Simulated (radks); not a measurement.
Values are calculated unless marked as measured or tabulated.
Task: These are the eigenvalues of the occupied orbitals of an atom or ion with whole-number occupations (eV). Level of theory: Dirac Kohn-Sham, exchange-only PBE, spin-unpolarised, spherical densities, finite nucleus; Fermi nuclear charge, rms radius of each element as measured or else 0.836 A^(1/3) + 0.57 fm (a radial shooting solver on a logarithmic mesh with Libxc functionals).

| orbital | eigenvalue |
|---|---|
| 1s1/2 | -35768.76 |
| 2s1/2 | -5607.714 |
| 2p1/2 | -5275.800 |
| 2p3/2 | -4923.487 |
| 3s1/2 | -1164.663 |
| 3p1/2 | -1025.983 |
| 3p3/2 | -958.4780 |
| 3d3/2 | -714.7234 |
| 3d5/2 | -700.3896 |
| 4s1/2 | -218.7377 |
| 4p1/2 | -168.9812 |
| 4p3/2 | -155.2011 |
| 4d3/2 | -74.3167 |
| 4d5/2 | -72.0321 |
| 5s1/2 | -25.6712 |
| 5p1/2 | -13.6507 |
| 5p3/2 | -12.0334 |
| 6s1/2 | -1.7150 |

Which element is it, and in what charge state? The configuration may be excited. Open shells, if any, fill j = l - 1/2 first.

Result: Z = 55, caesium, charge 0: Cs in [Xe] 6s1. The list shows which subshells hold electrons but not how many an open one holds; the 1s level, -1314.5 hartree, gives Z - s = 51.3 by -(Z - s)^2/2, which with screening and relativity narrows Z to a few neighbours, and the depths of the outer levels then fix element, charge and occupations together.
